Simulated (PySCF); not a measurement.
Pentafluorobenzonitrile, C7F5N.
Numbering: `[N:1]#[C:2][c:3]1[c:4]([F:5])[c:6]([F:7])[c:8]([F:9])[c:10]([F:11])[c:12]1[F:13]`

The closed-shell ground state was solved at several levels (PySCF, density fitting, gas phase, non-relativistic). Geometry: PBE0-D3(BJ)/def2-SVP; no solvent, vibrations or thermal averaging.

```csv
level,basis functions,total energy (Eh),HOMO (eV),LUMO (eV),gap (eV),dipole (D)
wB97X-D/def2-SVPD,275,-819.8016,-10.18,-0.80,9.38,2.85
PBE0/pcSseg-1,221,-819.7216,-8.33,-2.41,5.92,2.85
B3LYP/pcJ-1,351,-820.6322,-8.11,-2.59,5.52,2.83
```

(1) Estimate the row for PBE/pcSseg-2, a basis of 468 functions; the other rows only guide the guess.

(2) Over all these levels, which gives the widest orbital gap and which the narrowest?

(3) How far do the dipole and the HOMO energy spread over the levels?

## Answers

(1) Total energy -820.1458 Eh, HOMO -7.03 eV, LUMO -3.10 eV, gap 3.93 eV, dipole 3.09 D.

(2) wB97X-D/def2-SVPD (range-separated hybrid) has the widest, 9.38 eV, and PBE/pcSseg-2 (GGA) the narrowest, 3.93 eV. Functional and basis both differ between the two, so the spread mixes both effects.

(3) The dipole runs from 2.83 to 3.09 D (mean 2.91 D) and the HOMO from -10.18 to -7.03 eV.

The pairwise dispersion term of wB97X-D wasn't added to the energies; at a given geometry it leaves orbitals and properties as they are.
